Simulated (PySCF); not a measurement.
Several orderings of computed values.

All species are isolated and taken at one optimised geometry, non-relativistic unless stated; the electronic structure was computed with PySCF and density fitting.

The conformers computed, where there is a choice (atom-mapped SMILES and torsion angles):
- `[CH3:1][CH:2]([CH3:3])/[CH:4]=[C:5](\[SiH3:6])[C:7](=[O:8])[F:9]`: C1–C2–C4–C5 -121°, C4–C5–C7–O8 -174°
- `[CH2:1]=[C:2]([CH3:3])[c:4]1[cH:5][cH:6][cH:7][c:8]([SH:9])[cH:10]1`: C1–C2–C4–C5 142°, H–S9–C8–C7 180°
- `[CH3:1][O:2][SiH2:3][N:4]([SiH3:5])[SiH2:6][CH:7]1[CH2:8][CH2:9]1`: C1–O2–Si3–N4 180°, O2–Si3–N4–Si5 176°, Si3–N4–Si6–C7 -173°, N4–Si6–C7–C8 -101°
- `[F:1][c:2]1[cH:3][p:4][cH:5][c:6]([CH:7]2[CH2:8][CH2:9]2)[n:10]1`: C5–C6–C7–C8 -146°
- `[CH3:1][P:2]([CH3:3])(=[O:4])[CH2:5][CH2:6][C:7]([F:8])([F:9])[F:10]`: C1–P2–C5–C6 103°, P2–C5–C6–C7 -84°, C5–C6–C7–F8 60°
- `[CH3:1][N:2]([CH3:3])[C:4](=[O:5])[SiH2:6][CH:7]([SiH3:8])[SiH3:9]`: C1–N2–C4–O5 -178°, N2–C4–Si6–C7 171°, C4–Si6–C7–Si8 28°
- `[CH3:1][CH2:2][CH2:3][P@:4]([CH3:5])(=[O:6])[C:7]([F:8])([F:9])[F:10]`: C1–C2–C3–P4 -173°, C2–C3–P4–C5 175°, C3–P4–C7–F8 -170°
- `[CH3:1][CH2:2][P@@:3]([CH3:4])(=[O:5])[CH2:6][C:7]([F:8])([F:9])[F:10]`: C1–C2–P3–C4 -73°, C2–P3–C6–C7 39°, P3–C6–C7–F8 48°

The conformers of `CC(C)O[Si@@H]1N[SiH2]C[SiH2]1` aren't listed.

Question: Rank by HOMO–LUMO gap, lowest first (PBE0/pcSseg-1 at GFN2-xTB geometries).
A. `Fc1cpcc(C2CC2)n1`
B. `C=C(C)c1cccc(S)c1`
C. `CC(C)/C=C(\[SiH3])C(=O)F`
D. `C1CC1[SiH2]N([SiH3])[SiH2]OC`
E. `CC(C)O[Si@@H]1N[SiH2]C[SiH2]1`

Answer: A (5.26 eV), B (5.47 eV), C (6.44 eV), E (7.16 eV), D (7.52 eV).

Give the two extremes of that set in kcal/mol.

`Fc1cpcc(C2CC2)n1`: 121 kcal/mol; `CO[SiH2]N([SiH3])[SiH2]C1CC1`: 173 kcal/mol.

Question: Rank by dipole moment, highest first (PBE0/pcSseg-1 at GFN2-xTB geometries).
A. `C=C(C)c1cccc(S)c1`
B. `CP(C)(=O)CCC(F)(F)F`
C. `CCC[P@](C)(=O)C(F)(F)F`
D. `CN(C)C(=O)[SiH2]C([SiH3])[SiH3]`
E. `CO[SiH2]N([SiH3])[SiH2]C1CC1`
F. `CC[P@@](C)(=O)CC(F)(F)F`

Answer: D (5.13 D), B (4.40 D), C (4.06 D), F (2.11 D), A (1.45 D), E (0.90 D).

Question: Rank by HOMO energy, lowest first (PBE0/pcSseg-1 at GFN2-xTB geometries).
A. `c1c(cc(C(C)=C)cc1)S`
B. `CCC[P@](C)(=O)C(F)(F)F`
C. `CO[SiH2]N([SiH3])[SiH2]C1CC1`
D. `FC1=NC(C2CC2)=CP=C1`
E. `CC[P@@](C)(=O)CC(F)(F)F`
F. `CC(C)/C=C(\[SiH3])C(=O)F`

Answer: F (-8.33 eV), B (-8.21 eV), E (-7.85 eV), D (-7.49 eV), C (-7.23 eV), A (-6.35 eV).

By how much do the two ends of that ranking differ?

By 1.98 eV, between `C=C(C)c1cccc(S)c1` and `CC(C)/C=C(\[SiH3])C(=O)F`.
